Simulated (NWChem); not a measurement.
## Correlation energy of F2Zn

SMILES: [F][Zn][F]
```xyz
3

Zn     0.0000     0.0000     0.0000
F      0.0000     0.0000     1.7300
F      0.0000     0.0000    -1.7300
```
Charge 0, spin multiplicity 1.

Everything below was run with NWChem. All single points use one geometry, from PBE0/def2-SVP, a minimum by its harmonic frequencies.

Basis set: def2-SVP. Each correlation energy counts from its own Hartree-Fock reference.

```
method        correlation energy (mHa)  difference from CCSD(T)
------------  ------------------------  -----------------------
SCS-MP2                         -621.9                    +45.2
CCSD(T)                         -667.1                      0.0
CR-CCSD(T)                      -664.7                     +2.5
CCSD+T(CCSD)                    -670.2                     -3.1
MP2                             -674.4                     -7.3
CR-CCSD[T]                      -667.0                     +0.1
CCSD                            -655.5                    +11.6
```

The values span 52.5 mHa, from MP2 (lowest) to SCS-MP2 (highest). 

The correlated methods keep 11 core orbitals frozen. The structure started from a generated list of species. No row is a measurement; the coupled-cluster row has its own basis-set and correlation limits.
